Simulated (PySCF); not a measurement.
**Beryllium: a sound run and one with changed settings**

Sound run: Be⁺ [He] 2s1, Be²⁺ 1s2. All numbers are calculated (PySCF 2.14, the spin-free X2C one-electron Hamiltonian (Gaussian nucleus), in aug-cc-pVDZ-DK). The sound run starts from symmetry-adapted Hartree-Fock orbitals and uses a fine grid where one is needed.

Changed run: initial guess atom, at most 50 SCF cycles.

```tsv
species	method	sound run (hartree)	changed run (hartree)	converged
Be⁺	UHF	-14.27811	-14.27811	yes
Be⁺	B3LYP	-14.33733	-14.33733	yes
Be⁺	PBE0	-14.30655	-14.30655	yes
Be²⁺	UHF	-13.61316	-13.61316	yes
Be²⁺	B3LYP	-13.65563	-13.65563	yes
Be²⁺	PBE0	-13.63021	-13.63021	yes
```

Here the plain start reaches the same solutions.
